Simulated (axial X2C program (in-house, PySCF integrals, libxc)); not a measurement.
YCl⁻: from the spin-free to the two-component result

Computed with an axial X2C code built on PySCF integrals. Spin-free means the one-electron spin-free X2C Hamiltonian; two-component (2c) means X2C with spin–orbit coupling and atomic mean-field two-electron Coulomb and Gaunt terms, so the difference of the two also holds small scalar two-electron terms. Basis: Y dyall-acv3z [12s13p10d6f3g], Cl dyall-av3z [9s8p3d2f] (cores contracted in-house); Gaussian nuclei, density fitting, unrestricted open shells. Masses: Y 88.906 u, Cl 34.969 u.

Spin-free state: M_S = 1/2, Λ = 2 (beyond evenly filled blocks: δ+α); fragments Y + Cl-.

```csv
level,Re (Å),ωe (cm⁻¹),De (eV),μ (D)
PBE0,2.519,287.1,2.268,2.26
HF,2.612,264.9,2.119,3.79
CCSD,2.582,277.0,2.265,n/a
CCSD(T),2.576,278.2,2.276,n/a
```

Correlated methods: 11 electrons correlated (number of frozen shells: Y 4 s, 3 p, 1 d; Cl 2 s, 1 p), 325 virtual spin orbitals or spinors in MP2, 90 natural virtuals in coupled cluster.

Dipoles are positive if Cl is the positive end and refer to the centre of mass.

Q: Within this multiplet, which Ω should lie lowest by the rule for regular and inverted multiplets?

A: The open δ shell holds one electron, so the multiplet is regular: Ω = Λ − 1/2 = 3/2. The PBE0 2c search agrees, though Ω = 5/2 of the search lies only 0.05 eV higher.

Two-component determinant lowest at the distance of the search:

Ω = 3/2 (⟨Sz⟩ = -0.50, ⟨Lz⟩ = 2.00 at HF); fragments Y + Cl-.

| level | Re (Å) | ωe (cm⁻¹) | μ (D) |
| --- | --- | --- | --- |
| PBE0 | 2.520 | 286.7 | 2.27 |
| HF | 2.613 | 264.6 | 3.79 |
| CCSD | 2.584 | 276.8 | n/a |
| CCSD(T) | 2.578 | 277.9 | n/a |

Q: From the two tables, how do the constants change at the CCSD(T) level (2c against spin-free)?

A: At the CCSD(T) level Re goes up by 0.002 Å and ωe falls by 0.3 cm⁻¹.

Occupations by symmetry block were frozen at the best pattern of an incomplete PBE0 search. De is counted from the lowest determinant-based energies of the atoms at the same level, without counterpoise correction. De is not given where an atomic determinant may have missed its ground term or J level, or where the truncated virtual space spoils (T). Density functionals use the spin component along the axis (collinear). Coupled cluster ran in a truncated set of natural virtual spinors; the MP2 energy of the rest was added. (T) has no such correction and the atoms are truncated less, which lowers De at CCSD(T) by a hundredth of an eV or more. PBE0 can misorder states that lie within some tenths of an eV, so this need not be the ground state of the molecule. The nearest other spin-free determinant of the search, M_S = 1/2, Λ = 1, lies 0.10 eV up at the distance of the search. Without a current term, density functionals place determinants with orbital angular momentum somewhat too high. The outer-core s and p shells of the metal are frozen in the correlated rows, which leaves out core–valence correlation; for alkali and alkaline-earth bonds that tends to lengthen them. The highest occupied level of some functionals is positive through self-interaction error; at Hartree–Fock it is bound. The determinant is spin-polarised beyond a pure state at some levels (its spin-free form has ⟨S²⟩ too high), which makes Re and μ there less reliable. The T1 diagnostic is large, a sign of multireference character. With the outer-core shells frozen, correlated bond lengths of heavy atoms tend to come out a few hundredths of an ångström too long. Hartree–Fock gets electron affinities wrong, so its lowest charge split need not be the true one.
